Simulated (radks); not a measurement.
Q: All-electron atom: the hafnium ion Hf18+ in [Kr] 4d10 4f8. All-electron calculation, scalar-relativistic Kohn-Sham, PBEsol, spin-polarised, spherical densities, finite nucleus; open shells are filled with parallel spins first (spin-orbit coupling, left out, can overturn this in heavy ions); Fermi nuclear charge, rms radius 5.347 fm. Program: a radial shooting solver on a logarithmic mesh with Libxc functionals. Some entries of the table are withheld. Estimate them.

orbital,occ.,eigenvalue (eV),<r> (bohr)
1s down,1,-65694.00,0.01900
1s up,1,-65693.98,0.01900
2s up,1,-11610.02,0.08041
2s down,1,-11609.86,0.08041
2p up,3,-10252.93,0.07174
2p down,3,-10252.82,0.07174
3s up,1,-2996.145,0.2087
3s down,1,-2991.578,0.2085
3p up,3,-2590.452,0.2085
3p down,3,-2585.880,0.2083
3d up,5,-2109.090,0.1890
3d down,5,-2105.585,0.1887
4s up,1,-949.5163,0.4598
4s down,1,-941.4976,0.4602
4p up,3,-813.0767,0.4840
4p down,3,-805.3001,0.4846
4d up,5,-636.7477,0.5069
4d down,5,-629.0990,0.5080
4f up,7,-439.4692,0.5253
4f down,1,-431.5052,0.5284
5s up,0,(1),0.9181
5s down,0,(2),0.9232
5p up,0,-374.1211,0.9834
5p down,0,-370.1536,0.9895

A: 
(1) 5s up eigenvalue (eV): -422.1049
(2) 5s down eigenvalue (eV): -417.6201
